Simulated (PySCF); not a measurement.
Radial density of Cr(3+) (chromium, charge +3)

UHF, [Ar] 3d3, high-spin 4F determinant. Computed with PySCF 2.14 in aug-cc-pVDZ-DK (7s6p4d2f, 59 functions), with the spin-free X2C one-electron Hamiltonian (Gaussian nucleus).

```
r (bohr)  4πr²ρ (e/bohr)  4πr²(ρα − ρβ)
0.000867          0.1252         0.0000
 0.00146          0.3202         0.0000
 0.00245          0.8056         0.0000
 0.00413           1.972         0.0000
 0.00694           4.611         0.0000
  0.0117           9.931         0.0001
  0.0196           18.53         0.0002
  0.0330           27.14         0.0003
  0.0556           27.53         0.0011
  0.0935           21.90         0.0084
   0.157           28.34         0.0686
   0.264           27.50         0.4262
   0.445           10.75         1.5782
   0.748           13.01         2.7240
    1.26           6.299         1.7364
    2.12          0.5640         0.3277
    3.56        0.009795         0.0096
    5.99       6.748e-05         0.0001
    10.1       1.285e-05         0.0000
```

Densities and radii are taken from the X2C orbitals without a picture-change correction, which distorts them close to the nucleus.
